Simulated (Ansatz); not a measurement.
One change: `[CH2]1[InH][SnH2]1` becomes `[CH2]1[AlH][SnH2]1`.

Ansatz, PBE0-D4/def2-TZVP geometries, multiplicity 1. 

Elements past krypton have def2 core potentials.

```csv
property,`[CH2]1[InH][SnH2]1`
HOMO–LUMO gap (ωB97M-V/def2-TZVPP) / eV,6.91
HOMO energy (ωB97M-V/def2-TZVPP) / eV,-7.51
size of the dipole moment (PBE/def2-TZVPP) / D,2.13
LUMO energy (PBE/def2-TZVPP) / eV,-2.83
size of the dipole moment (ωB97M-V/def2-TZVPP) / D,2.31
HOMO energy (PBE0/def2-TZVPP) / eV,-5.62
```

Problem. Give the same properties after the change, and the shifts. (Best estimate.)

Solution. Ansatz gave: 
| property | `[CH2]1[AlH][SnH2]1` | shift |
| --- | --- | --- |
| HOMO–LUMO gap (ωB97M-V/def2-TZVPP) / eV | 7.53 | 0.62 |
| HOMO energy (ωB97M-V/def2-TZVPP) / eV | -7.88 | -0.37 |
| size of the dipole moment (PBE/def2-TZVPP) / D | 1.24 | -0.89 |
| LUMO energy (PBE/def2-TZVPP) / eV | -2.73 | 0.10 |
| size of the dipole moment (ωB97M-V/def2-TZVPP) / D | 1.43 | -0.88 |
| HOMO energy (PBE0/def2-TZVPP) / eV | -5.98 | -0.36 |

With PBE0 the HOMO falls by 0.36 eV and the LUMO rises by 0.13 eV, so the gap widens by about 0.49 eV. PBE moves the HOMO by -0.32 eV and ωB97M-V by -0.37 eV. Dipoles are sizes alone; their direction can turn.
